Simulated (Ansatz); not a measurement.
Ansatz (an electronic-structure program) input (MP2/6-31G* with LANL2DZ past Ar): The .json file joins the Basis Set Exchange's 6-31G* for atoms up to Ar and LANL2DZ past it.

Ansatz 0.2 input:
```yaml
crystal:
  periodic: [false, false, false]
  atoms:
    - {symbol: Cu, position_ang: [-0.00000000, -0.00000000, -0.41954120]}
    - {symbol: F, position_ang: [0.00000000, 0.00000000, 1.35185499]}
basis:
  gaussian:
    orbitals: 6-31Gs+LANL2DZ.json
magnetization: {spin_polarized: false}
correlation: {method: mp2, electrons: outside_noble_gas}
relax: {f_tol: 0.003, max_steps: 120}
```

From the output:

```
mean field evaluation 2: about -8007.5811 eV, gradient 5.0e1 eV
mean field evaluation 4: about -8011.8055 eV, gradient 3.8e0 eV
mean field evaluation 8: about -8011.8353 eV, gradient 2.1e-3 eV
mean field evaluation 16: about -8010.1635 eV, gradient 3.2e1 eV
mean field -8011.83529791 eV, -294.4295165811 hartree, gradient 1.9e-6 eV, S^2 0.000000; 2 other end points of the search recorded, 0 dependent functions left out
5 core orbitals not correlated
reference -8011.83529791 eV, -294.4295165811 hartree; 9, 9 occupied and 23, 23 virtual orbitals, 390 factors
densities: 0.05 GiB planned
second order -9.69433139 eV of doubles, -0.00000000 eV of singles
the calculation of the forces begins
relax step   1: F+E_penalty+E_count = -8021.52962930 eV  Δ(F+E_penalty+E_count) = +0.000e0 eV  max|allowed force component| = 3.698e-1 eV/Å  Δτ_max = 0.0000 Å  (115 SCF iters, accepted)
these checks for a lower state are left out or cut short: starts, cluster_reference, orbital_swaps, neighbouring_geometries, increment
integrals: 0.00 GiB planned
390 factors; integrals over basis functions are off by at most 3.8e-4 eV
mean field: 0.06 GiB planned
mean field evaluation 32: about -8011.8312 eV, gradient 7.4e-5 eV
mean field -8011.83122792 eV, -294.4293670117 hartree, gradient 1.1e-6 eV, S^2 0.000000; 0 other end points of the search recorded, 0 dependent functions left out
5 core orbitals not correlated
reference -8011.83122792 eV, -294.4293670117 hartree; 9, 9 occupied and 23, 23 virtual orbitals, 390 factors
densities: 0.05 GiB planned
second order -9.70064955 eV of doubles, -0.00000000 eV of singles
the calculation of the forces begins
relax step   2: F+E_penalty+E_count = -8021.53187746 eV  Δ(F+E_penalty+E_count) = -2.248e-3 eV  max|allowed force component| = 2.167e-1 eV/Å  Δτ_max = 0.0038 Å  (44 SCF iters, accepted)
these checks for a lower state are left out or cut short: starts, cluster_reference, orbital_swaps, neighbouring_geometries, increment
integrals: 0.00 GiB planned
390 factors; integrals over basis functions are off by at most 3.7e-4 eV
mean field: 0.06 GiB planned
mean field -8011.82354549 eV, -294.4290846876 hartree, gradient 1.4e-6 eV, S^2 0.000000; 0 other end points of the search recorded, 0 dependent functions left out
5 core orbitals not correlated
reference -8011.82354549 eV, -294.4290846876 hartree; 9, 9 occupied and 23, 23 virtual orbitals, 390 factors
densities: 0.05 GiB planned
second order -9.70945541 eV of doubles, -0.00000000 eV of singles
the calculation of the forces begins
relax step   3: F+E_penalty+E_count = -8021.53300089 eV  Δ(F+E_penalty+E_count) = -1.123e-3 eV  max|allowed force component| = 3.322e-5 eV/Å  Δτ_max = 0.0051 Å  (44 SCF iters, accepted)
these checks for a lower state are left out or cut short: cluster_reference
integrals: 0.00 GiB planned
390 factors; integrals over basis functions are off by at most 3.7e-4 eV
mean field: 0.06 GiB planned
mean field evaluation 64: about -8003.7692 eV, gradient 1.6e1 eV
mean field -8011.82354549 eV, -294.4290846876 hartree, gradient 1.4e-6 eV, S^2 0.000000; 3 other end points of the search recorded, 0 dependent functions left out
5 core orbitals not correlated
reference -8011.82354549 eV, -294.4290846876 hartree; 9, 9 occupied and 23, 23 virtual orbitals, 390 factors
densities: 0.05 GiB planned
second order -9.70945541 eV of doubles, -0.00000000 eV of singles
the calculation of the forces begins
Total energy: -8021.53300089 eV, -294.7859005925 hartree
Atom 0 at    -0.000000     0.000000    -0.410584 Å, force    -0.000000    -0.000000     0.000033 eV/Å
Atom 1 at     0.000000    -0.000000     1.342898 Å, force     0.000000     0.000000    -0.000033 eV/Å
Dipole moment:    -0.000000    -0.000000    -1.106416 e Å
Checks for a lower state left out: cluster_reference
```

The geometry given is a B3LYP-D3(BJ)/def2-TZVP minimum.
